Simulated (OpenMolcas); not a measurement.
## 4d⁶ along the 42-electron sequence

```yaml
Program: OpenMolcas
Method: SS-CASPT2, IPEA 0.25 Eh, imaginary shift 0.1 Eh
Basis: ANO-RCC-VTZP
Scalar_Hamiltonian: DKH2, point nucleus
Spin-orbit_coupling: state interaction with AMFI integrals over the reference wave functions, term energies averaged over their components
```

Active space for each ion: 6 electrons in 5 orbitals (4d); closed shells correlated by CASPT2: 4s 4p.

Computed levels in cm-1 above ⁵D₄:

```csv
Level,Ru2+,Rh3+,Pd4+,Ag5+
⁵D₃,1156,1553,2070,2570
⁵D₂,1844,2430,3150,3830
⁵D₁,2290,3020,3910,4780
⁵D₀,2510,3300,4270,5200
³P₂(1),15740,17940,19650,21800
³H₆,16140,18400,20320,22760
³H₅,16390,18680,20600,23050
³F₃(1),17850,20490,22730,25510
³F₂(1),18380,21160,23550,26450
weight of ⁵D in the lowest level (%),99,98,98,97
```

Mixed levels, with the weight of the term that names them: Ag5+ ³H₅ (73 %).

Measured, with the error of the calculation in %. Measured levels: Ru2+ from Moore, Atomic Energy Levels, vol. III, NSRDS-NBS 35 (1971 reprint of NBS Circular 467, 1958); Ag5+ from the list in Gamrath, thesis, University of Mons (2023).

```tsv
Level	Ru2+	Ag5+
⁵D₃	1159 (-0.2)	2692 (-4.6)
⁵D₂	1826 (+1.0)	3953 (-3.0)
⁵D₁	2266 (+1.1)	4941 (-3.3)
⁵D₀	2476 (+1.3)	5380 (-3.3)
³P₂(1)		21042 (+3.6)
³H₆		21512 (+5.8)
³H₅		21812 (+5.7)
³F₃(1)		24441 (+4.4)
³F₂(1)		25306 (+4.5)
```

The fine-structure level ⁵D₀ changes by a factor of 2.07 from Ru2+ to Ag5+. Its fourth root runs 7.08, 7.58, 8.08, 8.49, with steps per unit of Z of 0.50, 0.50, 0.41; equal steps would mean a (Z - σ)^4 law with constant σ.

³P₂(1) changes by a factor of 1.39 over the same range, with steps per unit of Z of +2200, +1710, +2150 cm-1.

CASPT2 breaks the degeneracy within a term, and the mean is taken; among the terms shown or strongly mixed into the levels shown the widest spread is 120 cm-1 (4d⁶ ³F(1), Pd4+). Levels of configurations with an s electron are missing; early in the row they begin among the upper levels of the d shell and mix with terms of their name (holds for Ru2+). Measured partners are found by configuration, term and J. A level has none where our copy of the source lacks it or the pairing is in doubt (some pairs that miss far off the trend of their configuration count as doubtful), and it then counts in no deviation. Only configurations of the active space appear.

A number in round brackets counts repeated terms of one configuration in the order of the reference energies.
